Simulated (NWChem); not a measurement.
System: C2H7N2, doublet; SMILES N[CH]CN

Excerpt of the output:

```
             Northwest Computational Chemistry Package (NWChem) 7.3.0
             --------------------------------------------------------

                             Geometry "geometry" -> ""
                             -------------------------

 Output coordinates in angstroms (scale by  1.889725989 to convert to a.u.)

  No.       Tag          Charge          X              Y              Z
 ---- ---------------- ---------- -------------- -------------- --------------
    1 N                    7.0000    -0.54267700    -1.45202000    -0.08132700
    2 C                    6.0000     0.54472100    -0.71305900     0.35812300
    3 C                    6.0000     0.64643600     0.67415600    -0.17513800
    4 N                    7.0000    -0.62981300     1.36263200    -0.01663400
    5 H                    1.0000    -1.35919800    -0.85829000    -0.21902100
    6 H                    1.0000    -0.75650000    -2.28719200     0.45212500
    7 H                    1.0000     1.45657800    -1.26719800     0.60039300
    8 H                    1.0000     1.51063200     1.18085600     0.30123900
    9 H                    1.0000     0.86610200     0.66338300    -1.26605300
   10 H                    1.0000    -0.78352100     1.58914700     0.96479400
   11 H                    1.0000    -0.63839500     2.23972600    -0.53167400

 Effective nuclear repulsion energy (a.u.)     127.2589560017

                                 NWChem DFT Module
                                 -----------------

 Summary of "ao basis" -> "ao basis" (spherical)
 ------------------------------------------------------------------------------
       Tag                 Description            Shells   Functions and Types
 ---------------- ------------------------------  ------  ---------------------
 N                          6-311g**                 8       18   4s3p1d
 C                          6-311g**                 8       18   4s3p1d
 H                          6-311g**                 4        6   3s1p

 in cosmo_initialize ...
 calling solv_data for solv:h2o

 solvent parameters
 solvname_short: h2o
 solvname_long:  water
 dielec:       78.4000
 dielecinf:     1.7769
 aqueous SMD model solvent descriptors
 dielec:       78.4000
 sola:          0.8200

          ---------------
          -cosmo- solvent
          ---------------
 Cosmo: York-Karplus, doi: 10.1021/jp992097l
 dielectric constant -eps-     =  78.40
 screen = (eps-1)/(eps    )    =   0.98724
 surface charge correction     = lagrangian

   van der Waals surface
 --------------------------

 ---------- ATOMIC COORDINATES (A.U.) ------------ VDWR(ANG.) --
     1   -1.02551083   -2.74391993   -0.15368575     1.890
     2    1.02937343   -1.34748612    0.67675434     1.850
     3    1.22158691    1.27397011   -0.33096283     1.850
     4   -1.19017399    2.57500110   -0.03143370     1.890
     5   -2.56851178   -1.62193292   -0.41388968     1.200
     6   -1.42957771   -4.32216616    0.85439236     1.200
     7    2.75253330   -2.39465699    1.13457826     1.200
     8    2.85468055    2.23149427    0.56925917     1.200
     9    1.63669546    1.25361210   -2.39249326     1.200
    10   -1.48064000    3.00305239    1.82319630     1.200
    11   -1.20639162    4.23246843   -1.00471818     1.200
 number of segments per atom =        128
 number of   points per atom =        128
 atom (   nspa,  nppa )
 ----------------------
    1 (     71,     0 )       0
    2 (     44,     0 )       0
    3 (     38,     0 )       0
    4 (     66,     0 )       0
    5 (     36,     0 )       0
    6 (     45,     0 )       0
    7 (     57,     0 )       0
    8 (     53,     0 )       0
    9 (     53,     0 )       0
   10 (     47,     0 )       0
   11 (     46,     0 )       0
 number of -cosmo- surface points =      556
 molecular surface =     99.712 angstrom**2
 molecular volume  =     77.567 angstrom**3
 -lineq- algorithm             =   0
 -bem- low  level              =   3
 -bem- from -octahedral-
 gaussian surface charge width =   4.50000
 degree of switching           =   1.00000
 switching function tolerance  =   0.00010
 atomic radii =
 --------------
    1  7.000  1.890
    2  6.000  1.850
    3  6.000  1.850
    4  7.000  1.890
    5  1.000  1.200
    6  1.000  1.200
    7  1.000  1.200
    8  1.000  1.200
    9  1.000  1.200
   10  1.000  1.200
   11  1.000  1.200
 ...... end of -cosmo- initialization ......

[...]

                                COSMO-SMD solvation results
                                ---------------------------

             internal energy in gas <Psi(g)|H|Psi(g)> =      -189.826939560721
         internal energy in solvent <Psi(s)|H|Psi(s)> =      -189.825711723959
                               delta internal energy  =         0.001227836762 (    0.77 kcal/mol)
   total free energy in solvent <Psi(s)|H+V/2|Psi(s)> =      -189.838066921632
 polarization energy contribution <Psi(s)|V/2|Psi(s)> =        -0.012355197673 (   -7.75 kcal/mol)
    total free energy in solvent including G(SMD-CDS) =      -189.834347639666
                       G(SMD-CDS) energy contribution =         0.003719281966 (    2.33 kcal/mol)
     1 M fixed-concentration free energy of solvation =        -0.007408078946 (   -4.65 kcal/mol)

                    DFT Final Alpha Molecular Orbital Analysis
                    ------------------------------------------

 Vector   15  Occ=1.000000D+00  E=-3.963494D-01
              MO Center= -6.9D-02, -7.0D-01, -1.7D-01, r^2= 2.5D+00
   Bfn.  Coefficient  Atom+Function         Bfn.  Coefficient  Atom+Function
  ----- ------------  ---------------      ----- ------------  ---------------
    13      0.273434   1 N  pz                9      0.253507   1 N  pz
     5      0.173309   1 N  pz               45     -0.153355   3 C  pz
    98      0.147576   9 H  s                27      0.140602   2 C  pz
    31      0.140303   2 C  pz               49     -0.135709   3 C  pz
    10     -0.133731   1 N  s                12      0.122369   1 N  py

 Vector   16  Occ=1.000000D+00  E=-3.103763D-01
              MO Center= -4.1D-01,  1.1D+00, -4.7D-02, r^2= 1.7D+00
   Bfn.  Coefficient  Atom+Function         Bfn.  Coefficient  Atom+Function
  ----- ------------  ---------------      ----- ------------  ---------------
    65      0.326570   4 N  px               66      0.251759   4 N  py
    61      0.241547   4 N  px               64     -0.219960   4 N  s
    62      0.206428   4 N  py               28      0.180511   2 C  s
    57      0.172111   4 N  px               92     -0.160154   8 H  s
    67      0.153052   4 N  pz               58      0.144926   4 N  py

 Vector   17  Occ=1.000000D+00  E=-1.951678D-01
              MO Center=  2.6D-01, -7.6D-01,  2.4D-01, r^2= 2.1D+00
   Bfn.  Coefficient  Atom+Function         Bfn.  Coefficient  Atom+Function
  ----- ------------  ---------------      ----- ------------  ---------------
    31      0.493061   2 C  pz               13     -0.363332   1 N  pz
    27      0.320919   2 C  pz               23      0.214366   2 C  pz
    28      0.208720   2 C  s                 9     -0.201518   1 N  pz
    64     -0.194108   4 N  s                99      0.185808   9 H  s
    29     -0.162424   2 C  px                5     -0.148240   1 N  pz

 Vector   18  Occ=0.000000D+00  E= 8.273851D-02
              MO Center= -1.9D-01,  4.6D-01,  1.9D-01, r^2= 8.0D+00
   Bfn.  Coefficient  Atom+Function         Bfn.  Coefficient  Atom+Function
  ----- ------------  ---------------      ----- ------------  ---------------
    46      0.902022   3 C  s                64      0.629872   4 N  s
   111     -0.590068  11 H  s                81     -0.582565   6 H  s
    93     -0.564291   8 H  s                10      0.561434   1 N  s
   105     -0.529969  10 H  s                87     -0.439936   7 H  s
    28      0.393494   2 C  s                75     -0.371298   5 H  s

 Vector   19  Occ=0.000000D+00  E= 1.145183D-01
              MO Center=  1.7D-01, -5.2D-01,  1.5D-01, r^2= 8.1D+00
   Bfn.  Coefficient  Atom+Function         Bfn.  Coefficient  Atom+Function
  ----- ------------  ---------------      ----- ------------  ---------------
    46      1.087056   3 C  s                93     -0.960163   8 H  s
    75      0.837423   5 H  s                87     -0.765721   7 H  s
    81      0.691390   6 H  s                10     -0.682202   1 N  s
    99     -0.488160   9 H  s                28      0.344650   2 C  s
    29      0.337732   2 C  px               48      0.283470   3 C  py

 Vector   20  Occ=0.000000D+00  E= 1.159518D-01
              MO Center=  5.1D-02, -5.2D-01,  4.3D-01, r^2= 9.3D+00
   Bfn.  Coefficient  Atom+Function         Bfn.  Coefficient  Atom+Function
  ----- ------------  ---------------      ----- ------------  ---------------
    87      1.107926   7 H  s                81      0.940950   6 H  s
   111     -0.732941  11 H  s                28     -0.683003   2 C  s
    64      0.615738   4 N  s               105     -0.462938  10 H  s
    29     -0.428932   2 C  px               10     -0.381959   1 N  s
    30      0.358975   2 C  py               75     -0.294786   5 H  s

                     DFT Final Beta Molecular Orbital Analysis
                     -----------------------------------------

 Vector   14  Occ=1.000000D+00  E=-4.132916D-01
              MO Center=  3.6D-01, -1.1D-01,  6.7D-02, r^2= 2.8D+00
   Bfn.  Coefficient  Atom+Function         Bfn.  Coefficient  Atom+Function
  ----- ------------  ---------------      ----- ------------  ---------------
    26      0.203343   2 C  py               44     -0.182261   3 C  py
    86     -0.168525   7 H  s                45      0.142098   3 C  pz
    30      0.138783   2 C  py               22      0.137280   2 C  py
    85     -0.118953   7 H  s                40     -0.116928   3 C  py
    48     -0.112976   3 C  py              110      0.109419  11 H  s

[...]
```

Level: M06-2X/6-311G** (spherical d), spin-unrestricted, SMD on the gas-phase geometry. Structure relaxed at the PBE0/def2-SVP, spin-unrestricted level. No stability test was run on the SCF state. Solvent: water.

Task: Write an input that gives this output.

Result: This is not unique; one that fits is the input that was run:
```
start job
memory heap 200 mb stack 700 mb global 900 mb
geometry units angstroms noautosym nocenter noautoz
  N     -0.542677    -1.452020    -0.081327
  C      0.544721    -0.713059     0.358123
  C      0.646436     0.674156    -0.175138
  N     -0.629813     1.362632    -0.016634
  H     -1.359198    -0.858290    -0.219021
  H     -0.756500    -2.287192     0.452125
  H      1.456578    -1.267198     0.600393
  H      1.510632     1.180856     0.301239
  H      0.866102     0.663383    -1.266053
  H     -0.783521     1.589147     0.964794
  H     -0.638395     2.239726    -0.531674
end
basis spherical
  * library 6-311g**
end
dft
  odft
  mult 2
  xc m06-2x
  iterations 150
end
cosmo
  do_cosmo_smd true
  solvent water
end
task dft energy
```
